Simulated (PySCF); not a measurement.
Cl$_{2}$Pb, charge -1, doublet, geometry from GFN2-xTB (such geometries of metal compounds can be far from the true shape) (a state made from the parent by changing its charge; the spin is typed, not shown lowest) (core potentials on Pb) (in this run its highest filled SCF level lies above zero, so its values depend strongly on the basis, on diffuse functions most of all); PySCF with PBE/def2-SVP.

PySCF was given this input:
```python
from pyscf import gto, scf, dft

mol = gto.Mole()
mol.atom = '''
    Pb    0.00704312   -0.01025569    0.42593907
    Cl    1.47900338    1.68337558   -1.01206530
    Cl   -1.51297608   -1.63390696   -1.04246435
'''
mol.basis = 'def2-svp'
mol.ecp = {'Pb': 'def2-svp'}
mol.charge = -1
mol.spin = 1
mol.verbose = 5
mol.build()

mf = dft.UKS(mol)
mf.xc = 'pbe'
mf.kernel()
```

Problem. Write the output that PySCF gives for this input, abridged.

Solution. 
```
PySCF version 2.14.0

[INPUT] verbose = 5
[INPUT] max_memory = 4000
[INPUT] num. atoms = 3
[INPUT] num. electrons = 57
[INPUT] charge = -1
[INPUT] spin (= nelec alpha-beta = 2S) = 1
[INPUT] symmetry False subgroup None
[INPUT] Mole.unit = angstrom
[INPUT] Symbol           X                Y                Z      unit          X                Y                Z       unit  Magmom
[...]
[INPUT] ---------------- BASIS SET ----------------
[INPUT] l, kappa, [nprim/nctr], expnt,             c_1 c_2 ...
[INPUT] Cl
[...]
                                1571.7365221      0.014754727977
                                357.12065523      0.066679112875
                                100.25185935      0.17228924084
                                30.812727554      0.158837861
[...]
                                5.7045760975      0.60841752753
                                2.3508376809      0.54352153355
[...]
                                72.102015515      -0.063563355471
                                22.532680262      -0.24016428276
                                7.8991765444      -0.47798866557
                                2.8767268321      -0.38515850005
[...]
[INPUT] Pb
[...]
                                20.302912827      -0.14352634362
                                14.55862875       0.37554188507
                                6.5370530973      -0.672530998
                                1.5933900686      0.95887533909
                                0.83051419711     0.32593632538
[...]
                                1.416573749       0.32865829049
[...]
                                7.5327685129      -0.36407590058
                                1.1185539567      0.32217481686
                                0.53739855255     0.096677743015
[...]
                                7.0609770411      -0.066746645076
                                2.1581835375      0.33978760942
                                1.0148541418      0.48523039273
                                0.4463267292      0.29682924018
[...]
nuclear repulsion = 182.753177755035
number of shells = 26
number of NR pGTOs = 133
number of NR cGTOs = 62
basis = def2-svp
ecp = {'Pb': 'def2-svp'}

******** <class 'pyscf.dft.uks.UKS'> ********
method = UKS
initial guess = minao
damping factor = 0
level_shift factor = 0
DIIS = <class 'pyscf.scf.diis.CDIIS'>
diis_start_cycle = 1
diis_space = 8
diis_damp = 0
SCF conv_tol = 1e-09
SCF conv_tol_grad = None
SCF max_cycles = 50
[...]
  alpha mo_energy =
[-1.00399508e+02 -1.00399502e+02 -8.93276501e+00 -8.93275847e+00
 -6.75967956e+00 -6.75966085e+00 -6.75523772e+00 -6.75523283e+00
 -6.75498350e+00 -6.75497774e+00 -5.13186514e+00 -3.00586030e+00
 -3.00391197e+00 -2.99993873e+00 -5.94027767e-01 -5.90547313e-01
 -5.86879870e-01 -5.86441365e-01 -5.85024119e-01 -4.92307754e-01
 -4.86327600e-01 -2.65816732e-01 -1.00068881e-01 -7.38390935e-02
 -6.74697187e-02 -5.72390686e-02 -5.69094169e-02 -5.03164905e-02
  4.91852012e-02  9.52857575e-02  1.33062431e-01  3.19918189e-01
  3.53572060e-01  3.59881931e-01  3.60756744e-01  4.54075313e-01
  4.57058708e-01  4.60803501e-01  5.21493721e-01  5.58542468e-01
  7.50186668e-01  7.52227605e-01  9.39504753e-01  9.45796171e-01
  9.45930148e-01  9.46109693e-01  9.46872794e-01  9.53096163e-01
  9.54129363e-01  9.62436179e-01  9.74424320e-01  9.89615331e-01
  1.05769655e+00  1.07571689e+00  1.08712478e+00  1.12724687e+00
  1.28375306e+00  1.32480132e+00  1.99808509e+01  2.01061605e+01
  2.03088277e+01  5.61329641e+01]
  beta  mo_energy =
[-1.00399285e+02 -1.00399280e+02 -8.93255785e+00 -8.93255131e+00
 -6.75970824e+00 -6.75968953e+00 -6.75512713e+00 -6.75512222e+00
 -6.75419146e+00 -6.75418567e+00 -5.13061103e+00 -3.00554013e+00
 -3.00359305e+00 -2.99751364e+00 -5.93159264e-01 -5.89661552e-01
 -5.82403497e-01 -5.81374140e-01 -5.80632229e-01 -4.90489694e-01
 -4.85165910e-01 -2.51289779e-01 -9.84338575e-02 -7.12789554e-02
 -6.18926163e-02 -5.69185516e-02 -5.39405097e-02 -4.82811957e-02
  8.52132649e-02  1.05239210e-01  1.43344171e-01  3.39445134e-01
  3.59699997e-01  3.68556283e-01  3.85883711e-01  4.75071909e-01
  4.82918251e-01  4.84012509e-01  5.41282083e-01  5.64305467e-01
  7.53058541e-01  7.55393642e-01  9.39130012e-01  9.46717900e-01
  9.48106067e-01  9.48243075e-01  9.49586682e-01  9.55648136e-01
  9.56159812e-01  9.65301136e-01  9.75415276e-01  9.90292949e-01
  1.05827344e+00  1.08010342e+00  1.09134058e+00  1.12858377e+00
  1.28590191e+00  1.32835821e+00  1.99874003e+01  2.01077554e+01
  2.03105183e+01  5.61344960e+01]
multiplicity <S^2> = 0.75182988  2S+1 = 2.001829
nelec by numeric integration = [28.9999992  27.99999919]
E1 = -1984.2278393799268  E2 = 688.6866609170686  Ecoul = 761.1501819434021  Exc = -72.46352102633358
Extra cycle  E= -1112.78800070782  delta_E= 1.36e-12  |g|= 1.8e-06  |ddm|= 6.57e-06
converged SCF energy = -1112.78800070782  <S^2> = 0.75182988  2S+1 = 2.001829
```
